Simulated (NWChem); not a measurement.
System: CH₅MgN; SMILES [CH3][Mg][NH2]

NWChem input:

```
start job
memory heap 200 mb stack 900 mb global 1100 mb
geometry units angstroms noautoz
  Mg    -0.385310    -0.073082    -0.065506
  C     -0.357906     2.016973     0.027634
  H     -1.125021     2.409369     0.717099
  H     -0.543093     2.479254    -0.956952
  H      0.614586     2.399365     0.383213
  N     -0.411479    -1.968218    -0.149884
  H      0.392350    -2.590010    -0.129224
  H     -1.232799    -2.562344    -0.224613
end
basis spherical
  * library def2-svpd
end
dft
  xc xpbe96 cpbe96
  iterations 150
end
tddft
  cis
  nroots 6
  notriplet
end
task tddft energy
```

Parts of the log:

```
             Northwest Computational Chemistry Package (NWChem) 7.3.0
             --------------------------------------------------------

 C1  symmetry detected

                             Geometry "geometry" -> ""
                             -------------------------

 Output coordinates in angstroms (scale by  1.889725989 to convert to a.u.)

  No.       Tag          Charge          X              Y              Z
 ---- ---------------- ---------- -------------- -------------- --------------
    1 Mg                  12.0000     0.00032633    -0.05924939    -0.00022077
    2 C                    6.0000    -0.00050112     2.03305920    -0.00028035
    3 H                    1.0000    -0.73199191     2.44540820     0.71574448
    4 H                    1.0000    -0.25064796     2.44846039    -0.99137870
    5 H                    1.0000     0.98492264     2.44400297     0.27983748
    6 N                    7.0000    -0.00023719    -1.95644326    -0.00001274
    7 H                    1.0000     0.81332440    -2.56579596    -0.00000553
    8 H                    1.0000    -0.81485604    -2.56433531     0.00022285

 Effective nuclear repulsion energy (a.u.)      80.6431095275

  pbe96 is a nonlocal functional; adding pw91lda local functional.

                                 NWChem DFT Module
                                 -----------------

 Summary of "ao basis" -> "ao basis" (spherical)
 ------------------------------------------------------------------------------
       Tag                 Description            Shells   Functions and Types
 ---------------- ------------------------------  ------  ---------------------
 Mg                        def2-svpd                 9       21   4s4p1d
 C                         def2-svpd                 8       20   4s2p2d
 H                         def2-svpd                 4        8   2s2p
 N                         def2-svpd                 8       20   4s2p2d

            General Information
            -------------------
          SCF calculation type: DFT
          Wavefunction type:  closed shell.
          No. of atoms     :     8
          No. of electrons :    30
           Alpha electrons :    15
            Beta electrons :    15
          Charge           :     0
          Spin multiplicity:     1
          Use of symmetry is: off; symmetry adaption is: off
          Maximum number of iterations: 150
          AO basis - number of functions:   101
                     number of shells:    45
          Convergence on energy requested:  1.00D-06
          Convergence on density requested:  1.00D-05
          Convergence on gradient requested:  5.00D-04

              XC Information
              --------------
          PerdewBurkeErnzerhof Exchange Functional  1.000
            Perdew 1991 LDA Correlation Functional  1.000 local
           PerdewBurkeErnz. Correlation Functional  1.000 non-local

             Grid Information
             ----------------
          Grid used for XC integration:  medium
          Radial quadrature: Mura-Knowles
          Angular quadrature: Lebedev.
          Tag              B.-S. Rad. Rad. Pts. Rad. Cut. Ang. Pts.
          ---              ---------- --------- --------- ---------
          Mg                  1.50       88          11.0       590
          C                   0.70       49          12.0       434
          H                   0.35       45          13.0       434
          N                   0.65       49          12.0       434
          Grid pruning is: on
          Number of quadrature shells:   411
          Spatial weights used:  Erf1

      Superposition of Atomic Density Guess
      -------------------------------------

 Sum of atomic energies:        -293.90083023

      Non-variational initial energy
      ------------------------------

 Total energy =    -294.901534
 1-e energy   =    -565.219005
 2-e energy   =     189.674361
 HOMO         =      -0.339895
 LUMO         =      -0.064504

   convergence    iter        energy       DeltaE   RMS-Dens  Diis-err
 ---------------- ----- ----------------- --------- --------- ---------
 d= 0,ls=0.0,diis     1   -295.4977254778 -3.76D+02  1.97D-02  5.59D-01
 d= 0,ls=0.0,diis     2   -295.1773154799  3.20D-01  1.36D-02  2.80D+00
 d= 0,ls=0.0,diis     3   -295.5593756960 -3.82D-01  3.03D-03  6.15D-02
 d= 0,ls=0.0,diis     4   -295.5639920696 -4.62D-03  1.89D-03  2.70D-02
 d= 0,ls=0.0,diis     5   -295.5677694411 -3.78D-03  5.38D-04  5.84D-04
  Resetting Diis
 d= 0,ls=0.0,diis     6   -295.5678567862 -8.73D-05  7.20D-05  2.02D-05
 d= 0,ls=0.0,diis     7   -295.5678595740 -2.79D-06  2.91D-05  1.16D-06
 d= 0,ls=0.0,diis     8   -295.5678589971  5.77D-07  1.72D-05  5.93D-06
 d= 0,ls=0.0,diis     9   -295.5678597514 -7.54D-07  2.51D-06  5.98D-08

         Total DFT energy =     -295.567859751376
      One electron energy =     -568.625514626711
           Coulomb energy =      222.815524689842
    Exchange-Corr. energy =      -30.400979341996
 Nuclear repulsion energy =       80.643109527489

 Numeric. integr. density =       30.000001600744

                       DFT Final Molecular Orbital Analysis
                       ------------------------------------

 Vector   13  Occ=2.000000D+00  E=-2.986670D-01
              MO Center= -9.4D-05, -1.6D+00, -5.5D-05, r^2= 1.6D+00
   Bfn.  Coefficient  Atom+Function         Bfn.  Coefficient  Atom+Function
  ----- ------------  ---------------      ----- ------------  ---------------
    71      0.468060  6 N  py                 3     -0.303073  1 Mg s
    74     -0.297891  6 N  py                68     -0.210628  6 N  s
     2     -0.207079  1 Mg s                 69      0.178228  6 N  s
    86      0.177288  7 H  s                 94      0.177506  8 H  s
    67     -0.135775  6 N  s                 25      0.096109  2 C  s

 Vector   14  Occ=2.000000D+00  E=-2.185238D-01
              MO Center= -5.6D-04,  1.4D+00, -6.1D-04, r^2= 2.2D+00
   Bfn.  Coefficient  Atom+Function         Bfn.  Coefficient  Atom+Function
  ----- ------------  ---------------      ----- ------------  ---------------
    69      0.517959  6 N  s                 27     -0.452925  2 C  py
    25     -0.347577  2 C  s                 30     -0.311631  2 C  py
    12      0.278024  1 Mg py                 9      0.220444  1 Mg py
     2      0.163904  1 Mg s                  3      0.152178  1 Mg s
     6      0.140362  1 Mg py                71      0.135831  6 N  py

 Vector   15  Occ=2.000000D+00  E=-1.784834D-01
              MO Center= -2.1D-04, -1.9D+00,  5.0D-05, r^2= 1.3D+00
   Bfn.  Coefficient  Atom+Function         Bfn.  Coefficient  Atom+Function
  ----- ------------  ---------------      ----- ------------  ---------------
    72      0.550516  6 N  pz                75     -0.374413  6 N  pz
    13     -0.090130  1 Mg pz                18      0.086246  1 Mg d -1
    51      0.084471  4 H  s                 10     -0.079871  1 Mg pz
    93     -0.079583  7 H  pz               101     -0.079573  8 H  pz
     7     -0.062807  1 Mg pz                43     -0.061649  3 H  s

 Vector   16  Occ=0.000000D+00  E=-4.689400D-02
              MO Center=  6.7D-03, -1.1D-01,  3.0D-03, r^2= 7.7D+00
   Bfn.  Coefficient  Atom+Function         Bfn.  Coefficient  Atom+Function
  ----- ------------  ---------------      ----- ------------  ---------------
    69     -1.136090  6 N  s                  4      1.115582  1 Mg s
     3      0.680296  1 Mg s                 30      0.293200  2 C  py
    12     -0.276080  1 Mg py                25      0.263498  2 C  s
    87      0.260937  7 H  s                 95      0.260085  8 H  s
    23     -0.198123  2 C  s                 51     -0.189054  4 H  s

 Vector   17  Occ=0.000000D+00  E=-1.945309D-02
              MO Center= -2.6D-02, -3.2D-02, -2.3D-02, r^2= 8.4D+00
   Bfn.  Coefficient  Atom+Function         Bfn.  Coefficient  Atom+Function
  ----- ------------  ---------------      ----- ------------  ---------------
    14      0.514810  1 Mg px                11      0.420419  1 Mg px
     8      0.241714  1 Mg px                 5      0.144827  1 Mg px
    58     -0.092614  5 H  s                 87     -0.090655  7 H  s
    95      0.090593  8 H  s                 86     -0.078141  7 H  s
    26     -0.077396  2 C  px                94      0.077668  8 H  s

[...]

                                NWChem TDDFT Module
                                -------------------

            General Information
            -------------------
           No. of orbitals :     202
            Alpha orbitals :     101
             Beta orbitals :     101
        Alpha frozen cores :       0
         Beta frozen cores :       0
     Alpha frozen virtuals :       0
      Beta frozen virtuals :       0
         Spin multiplicity :       1
    Number of AO functions :     101
        Use of symmetry is : off
      Symmetry adaption is : off
         Schwarz screening :  0.10D-07

              XC Information
              --------------
   PerdewBurkeErnzerhof Exchange Functional   1.00
     Perdew 1991 LDA Correlation Functional   1.00 local
    PerdewBurkeErnz. Correlation Functional   1.00 non-local

             TDDFT Information
             -----------------
          Calculation type : Tamm-Dancoff TDDFT
         Wavefunction type : Restricted singlets
          No. of electrons :      30
           Alpha electrons :      15
            Beta electrons :      15
              No. of roots :       6
          Max subspacesize :    5200
            Max iterations :     100
               Target root :       1
           Target symmetry : none
      Symmetry restriction : off
                 Algorithm : Optimal
        Davidson threshold :  0.10D-03

    6 smallest eigenvalue differences (eV)
--------------------------------------------------------
  No. Spin  Occ  Vir  Irrep   E(Occ)    E(Vir)   E(Diff)
--------------------------------------------------------
    1    1   15   16 a        -0.178    -0.047     3.581
    2    1   15   17 a        -0.178    -0.019     4.327
    3    1   15   18 a        -0.178    -0.008     4.641
    4    1   14   16 a        -0.219    -0.047     4.670
    5    1   15   19 a        -0.178     0.002     4.910
    6    1   14   17 a        -0.219    -0.019     5.417
--------------------------------------------------------

  Entering Davidson iterations
  Restricted singlet excited states

  Iter   NTrls   NConv    DeltaV     DeltaE      Time
  ----  ------  ------  ---------  ---------  ---------
    1      6       0     0.15E+00   0.10+100        3.2
    2     12       0     0.39E-01   0.23E-01        3.6
    3     18       1     0.14E-01   0.37E-02        3.5
    4     23       3     0.14E-02   0.24E-03        3.3
    5     26       5     0.28E-03   0.28E-05        2.5
    6     27       6     0.38E-04   0.85E-07        1.9
  ----  ------  ------  ---------  ---------  ---------
  Convergence criterion met

  Ground state a        -295.567859751376 a.u.

  ----------------------------------------------------------------------------
  Root   1 singlet a              0.135516185 a.u.                3.6876 eV
  ----------------------------------------------------------------------------
     Transition Moments    X  0.00010   Y  0.00036   Z  0.77491
     Dipole Oscillator Strength                    0.0542504545
     Electric Quadrupole                           0.0000000388
     Magnetic Dipole                               0.0000003061
     Total Oscillator Strength                     0.0542507994

     Occ.   15  a   ---  Virt.   16  a        0.99740
  ----------------------------------------------------------------------------
  Root   2 singlet a              0.157257702 a.u.                4.2792 eV
  ----------------------------------------------------------------------------
     Transition Moments    X  0.00702   Y -0.00001   Z -0.00299
     Dipole Oscillator Strength                    0.0000061089
     Electric Quadrupole                           0.0000000497
     Magnetic Dipole                               0.0000000950
     Total Oscillator Strength                     0.0000062537

     Occ.   15  a   ---  Virt.   17  a       -0.99993
  ----------------------------------------------------------------------------
  Root   3 singlet a              0.180937364 a.u.                4.9236 eV
  ----------------------------------------------------------------------------
     Transition Moments    X -0.00015   Y  0.00036   Z  0.41604
     Dipole Oscillator Strength                    0.0208786770
     Electric Quadrupole                           0.0000002320
     Magnetic Dipole                               0.0000001313
     Total Oscillator Strength                     0.0208790404

     Occ.   15  a   ---  Virt.   19  a       -0.99738
  ----------------------------------------------------------------------------
  Root   4 singlet a              0.183333271 a.u.                4.9888 eV
  ----------------------------------------------------------------------------
     Transition Moments    X -0.00790   Y  0.14955   Z -0.01613
     Dipole Oscillator Strength                    0.0027728366
     Electric Quadrupole                           0.0000004811
     Magnetic Dipole                               0.0000000001
     Total Oscillator Strength                     0.0027733178

     Occ.   13  a   ---  Virt.   16  a        0.09993
     Occ.   13  a   ---  Virt.   22  a       -0.05291
     Occ.   14  a   ---  Virt.   16  a        0.50033
     Occ.   15  a   ---  Virt.   18  a       -0.83999
     Occ.   15  a   ---  Virt.   21  a        0.10761
     Occ.   15  a   ---  Virt.   34  a       -0.06073
  ----------------------------------------------------------------------------
  Root   5 singlet a              0.197882504 a.u.                5.3847 eV
  ----------------------------------------------------------------------------
     Transition Moments    X  0.00197   Y -1.49534   Z -0.00519
     Dipole Oscillator Strength                    0.2949874939
     Electric Quadrupole                           0.0000000933
     Magnetic Dipole                               0.0000000000
     Total Oscillator Strength                     0.2949875872

     Occ.   12  a   ---  Virt.   17  a        0.05097
     Occ.   13  a   ---  Virt.   16  a        0.09113
     Occ.   14  a   ---  Virt.   16  a       -0.82936
     Occ.   14  a   ---  Virt.   22  a       -0.18957
     Occ.   15  a   ---  Virt.   18  a       -0.47030
     Occ.   15  a   ---  Virt.   21  a        0.14200
  ----------------------------------------------------------------------------
  Root   6 singlet a              0.201812482 a.u.                5.4916 eV
  ----------------------------------------------------------------------------
     Transition Moments    X  0.66028   Y  0.01626   Z -0.00003
     Dipole Oscillator Strength                    0.0586918048
     Electric Quadrupole                           0.0000000153
     Magnetic Dipole                               0.0000005439
     Total Oscillator Strength                     0.0586923639

     Occ.   14  a   ---  Virt.   17  a       -0.99499
     Occ.   14  a   ---  Virt.   20  a       -0.06082

              Target root =      1
          Target symmetry = none
      Ground state energy =   -295.567859751376
        Excitation energy =      0.135516185010
     Excited state energy =   -295.432343566366

  stored tddft:energy   -295.43234356636623
```

Level: PBE/def2-SVPD, TDA. Structure relaxed at the PBE0/def2-SVP level.
